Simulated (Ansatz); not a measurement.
B₃N₃. Total charge 0; singlet. Geometry relaxed at PBE0-D4/def2-SVP.

```xyz
6

B    -0.154   -0.982   -0.450
B     1.011    0.393    0.118
B    -0.856    0.589    0.331
N    -1.406   -0.547   -0.165
N     0.214    1.366    0.626
N     1.192   -0.819   -0.461
```

The structure comes from a short search, and lower isomers may exist.

Q: Estimate the harmonic wavenumbers at RKS PBE0-D4/def2-SVP (Ansatz, unscaled). Is this a minimum?

A: 518, 518, 572, 623, 623, 841, 1087, 1089, 1089, 1477, 1739, 1739 cm⁻¹. Yes, no mode is imaginary beyond noise. Zero-point energy 71.3 kJ/mol. Hardware: 4 threads of Arm Neoverse V1 on a shared host. Wall time 14 s.
